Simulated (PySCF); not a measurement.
SMILES [CH](=C)[SnH2][CH2]C (GFN2-xTB optimised geometry):

```
15

Sn    -0.632    -0.816     0.000
C     -1.323    -1.728     1.816
C     -0.551    -2.351     2.685
C     -1.406    -1.760    -1.816
C     -0.967    -1.066    -3.089
H      1.051    -0.816     0.000
H     -1.051     0.816     0.000
H     -2.386    -1.668     2.002
H     -0.950    -2.800     3.582
H      0.514    -2.437     2.547
H     -2.493    -1.771    -1.754
H     -1.073    -2.797    -1.822
H     -1.309    -0.035    -3.110
H      0.115    -1.065    -3.181
H     -1.383    -1.581    -3.954
```

Method: B3LYP/def2-TZVP, def2 effective core potentials past Kr run with PySCF.

### Question
What are the frontier orbital energies and the dipole moment?

### Answer
HOMO-2 -8.15 eV, HOMO-1 -7.76 eV, HOMO -7.25 eV, LUMO -0.44 eV, LUMO+1 0.39 eV; dipole moment 0.98 D.

On the same geometry PBE/def2-TZVP, def2 effective core potentials past Kr (PySCF 2.14.0) gives HOMO-2 -7.16 eV, HOMO-1 -6.78 eV, HOMO -6.34 eV, LUMO -1.20 eV, LUMO+1 -0.12 eV; dipole moment 1.00 D.
